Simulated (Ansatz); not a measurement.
Reaction (redistribution): `FB1CS1` + `C[BH][GaH][CH3]` → `[CH3][GaH][B]1CS1` + `CBF`

Gas-phase electronic energies from Ansatz, PBE0-D4/def2-TZVP geometries. CCSD(T)/CBS adds triple-zeta CCSD(T) − MP2 to the extrapolated MP2 energy (def2 sets, frozen cores). This one scheme is used for every species. For Ga outer-core shells are correlated without core-valence functions, which leaves a few kJ/mol of doubt a bond. Scalar relativity is left out up to krypton. Each species was taken in one conformer, which may not be the lowest.

| species | HF/def2-QZVPP energy (Eh) |
| --- | --- |
| `FB1CS1` | -560.83199 |
| `C[BH][GaH][CH3]` | -2028.37669 |
| `[CH3][GaH][B]1CS1` | -2424.77862 |
| `CBF` | -164.45755 |

(1) Work out ΔE.

Largest T1 diagnostic among the species: 0.015.

Results:

(1) ΔE = (-2424.77862) + (-164.45755) − (-560.83199) − (-2028.37669) = -0.02749 Eh = -0.75 eV. CCSD(T)/CBS gives -0.79 eV.

In def2-TZVPP, CCSD(T) changes the Hartree–Fock value by −0.05 eV (the triples alone add −0.02 eV) and MP2 by −0.09 eV.
